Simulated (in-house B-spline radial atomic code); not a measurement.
A calculation on the sulfur ion S²⁺ (an excited or competing configuration): its settings, and results tabulated from the run. Method: non-relativistic Hartree-Fock with fractional occupations, spin-polarised, spherical fractional occupations, point nucleus. Calculated with a B-spline radial code for spherical atoms.

Command:
```bash
python run_scf.py task.json out
```
Settings:
```
Z                16
configuration    [He] 2s2 2p5 3s2 3p2 4p1
hamiltonian      nr
method           hf,
spin_polarised   True
```

Output (hartree, bohr):
```
 radial grid: 50 intervals, B-splines of order 8, outer radius 38.5185 bohr

 iter        energy (Eh)    residual
    1        -386.369875    2.89e-01
    2        -388.536533    7.21e-02
    3        -388.612501    2.92e-02
    4        -388.625480    1.21e-02
    5        -388.628838    2.79e-03
    6        -388.628934    6.54e-04
    7        -388.628939    3.80e-05
    8        -388.628939    8.02e-06
    9        -388.628939    7.62e-07
   10        -388.628939    3.08e-08

 total energy                      -388.62894
 kinetic                             388.6289
 electron-nucleus                   -903.3230
 Hartree                             148.3022
 exact exchange                      -22.2371

 orbital      occ     eigenvalue          <r>       <r^2>       <1/r>     <1/r^2>       r_max
 1s up      1.000       -94.8457    0.0971483   0.0126845     15.5659     488.761     0.06376
 1s down    1.000       -94.6504     0.096925   0.0126142     15.5896     489.936     0.06371
 2s up      1.000       -11.2750     0.462954    0.253493     3.16707     41.2724      0.3817
 2s down    1.000       -10.8330     0.466868    0.257661     3.12598     40.0065      0.3841
 2p up      3.000        -9.0562     0.422394    0.220414     3.05959      12.972      0.3188
 2p down    2.000        -8.1275     0.433505    0.232958     2.99438     12.4898      0.3245
 3s up      1.000        -2.2225      1.44834     2.39047    0.942266     5.20516       1.272
 3s down    1.000        -1.9230      1.47769     2.49619    0.924413     4.99743       1.286
 3p up      2.000        -1.4993       1.5807     2.88649    0.842634     1.54151       1.357
 4p up      1.000        -0.3919        4.427     21.9525    0.289717    0.232014       4.007
```

Time taken, with all properties: 0.07 s on 1 thread of Arm Neoverse V2 (shared host).

Caution: exact exchange at fractional occupations of open shells leaves self-interaction of up to several eV.
